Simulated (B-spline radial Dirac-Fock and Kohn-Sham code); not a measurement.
# Relativistic shifts of the levels of Dy¹⁹⁺

System: the Dy¹⁹⁺ ion, configuration [Kr] 4d10 4f1.

Both columns are ΔSCF binding energies of the configuration average from a radial finite-basis atomic code: non-relativistic Hartree-Fock with a point nucleus, and Dirac-Fock with a finite nucleus and the Coulomb interaction alone, averaged over the two j levels with weights 2j+1.

```csv
shell,Hartree-Fock (eV),Dirac-Fock (eV),shift (eV),shift (%)
1s,51115.8,54534.5,+3418.72,+6.69
2s,8709.4,9594.2,+884.81,+10.16
2p,8303.6,8588.0,+284.43,+3.43
3s,2361.4,2572.5,+211.10,+8.94
3p,2179.0,2254.5,+75.51,+3.47
3d,1843.0,1828.1,-14.91,-0.81
4s,845.8,902.3,+56.47,+6.68
4p,769.5,789.7,+20.25,+2.63
4d,631.0,628.5,-2.49,-0.39
4f,472.9,466.7,-6.27,-1.32
```

Relativity binds 1s, 2s, 2p, 3s, 3p, 4s, 4p more strongly, among those listed most of all 2s in relative terms, and 3d, 4d, 4f more weakly, because the contracted s and p shells screen the nucleus better.

Values without a named source are computed, but for edge energies of neutral atoms, which are taken from tables.
